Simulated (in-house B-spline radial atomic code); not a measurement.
How numerical settings move a run on Zr³⁺, [Kr] 4d1. Computed with an all-electron radial atomic-structure program (B-spline basis): non-relativistic BLYP, spin-polarised, spherical fractional occupations, point nucleus.

Command:
```bash
python run_scf.py task.json out
```
Settings of the sound reference run:
```
Z                40
electrons        37
configuration    [Kr] 4d1
hamiltonian      nr
method           b88,lyp
spin_polarised   True
knot_spacing     0.22
spline_order     8
gauss_points     12
box_radius       16.22
max_iterations   70
damping          0.5
damped_steps     3
diis_vectors     10
tolerance        1e-08
start            Thomas-Fermi
```

Time taken, with all properties: 0.23 s on 1 thread of Intel(R) Xeon(R) Platinum 8375C CPU @ 2.90GHz (shared host).

It converges in 10 iterations to -3539.396256 hartree, with 4d up at -28.8646 eV. The other runs change the listed settings, some to values that make no sense; their results aren't properties of the atom or ion. Radii are in bohr (the nuclear one in fm), a minus after a letter asks for a j subshell, and «unchanged» means within 1e-8 hartree. The run stops when the residual is below 10 × tolerance × max(1, Z/10), or a noise floor if that is larger, and the energy moves by less than 1e-8 × √|E| hartree; so very loose and very tight tolerances often act alike.

```tsv
changed settings	outcome
spline_order = 10, first_knot = 0.00025, max_iterations = 5, damped_steps = 1	not converged after 5 iterations, last residual 1.8e-03, last energy +7.47e-05 hartree from the reference
spline_order = 7	converged in 10 iterations, energy -7.74e-07 hartree from the reference, 4d up level -4.5e-06 eV
max_iterations = 75, damping = 0.8, damped_steps = 0, tolerance = 0.01	converged in 7 iterations, energy unchanged, 4d up level +8.0e-05 eV
damping = 0.8	converged in 10 iterations, energy unchanged, 4d up level +4.5e-06 eV
damped_steps = 8	converged in 13 iterations, energy unchanged, 4d up level +1.6e-06 eV
damped_steps = 0	converged in 8 iterations, energy unchanged, 4d up level -5.1e-06 eV
damped_steps = 1	converged in 9 iterations, energy unchanged
spline_order = 6, gauss_points = 4, max_iterations = 50, diis_vectors = 2, start = bare nucleus	converged in 16 iterations, energy +2.12e-06 hartree from the reference, 4d up level +5.0e-06 eV
spline_order = 4	converged in 10 iterations, energy +1.57e-03 hartree from the reference, 4d up level -2.4e-04 eV
spline_order = 6	converged in 10 iterations, energy +2.73e-06 hartree from the reference, 4d up level -1.1e-06 eV
damping = 0.95	converged in 10 iterations, energy unchanged, 4d up level +7.3e-06 eV
spline_order = 10	converged in 10 iterations, energy -1.03e-06 hartree from the reference, 4d up level -2.7e-06 eV
damping = 0.2	converged in 10 iterations, energy unchanged, 4d up level +8.5e-07 eV
electrons = 38, configuration = [Kr] 4d1 5p-1, max_iterations = 100	stopped with error: j subshells need the Dirac Hamiltonian and l > 0
```

(1) What happens with first_knot = 2.5e-06, max_iterations = 50, damped_steps = 0, diis_vectors = 1, tolerance = 0.001?

(2) What happens with electrons = 45, configuration = [Kr] 4d1 6s2 6p6, max_iterations = 100?

(3) What happens with spline_order = 3?

(4) What happens with damping = 0?

## Answers

(1) Converged in 36 iterations, energy +9.56e-07 hartree from the reference, 4d up level +4.6e-03 eV.

(2) Converged in 14 iterations to -3539.3525 hartree, a different physical problem (warning: 6s up has a positive eigenvalue: unbound, held by the box).

(3) Converged in 10 iterations, energy +9.35e-02 hartree from the reference, 4d up level -9.4e-03 eV.

(4) Converged in 10 iterations, energy unchanged.
